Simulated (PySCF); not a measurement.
ZnI, SMILES [I][Zn+], charge +1. Atoms are numbered in the order given.

```xyz
2

Zn     0.0000     0.0000    -1.5112
I      0.0000     0.0000     0.8554
```
Charge +1, spin multiplicity 1.

Coordinates come from a r2SCAN-D4/def2-TZVP optimisation. The spin state was assumed, not searched. The def2 effective core potentials stand for the cores of I; spin–orbit coupling is left out.

Level of theory: CAM-B3LYP/def2-TZVPD (PySCF).

Isolated molecule, no solvent.

- total energy: -2076.93163 hartree
- point group: C∞v
- highest occupied level: -14.55 eV
- lowest empty level: -9.44 eV
- orbital gap: 5.11 eV
- dipole moment about the centre of nuclear charge: 6.30 D
- mean static polarisability: 51.0 bohr³ (7.55 Å³)
- polarisability, principal values: 39.5, 39.5, 73.8 bohr³
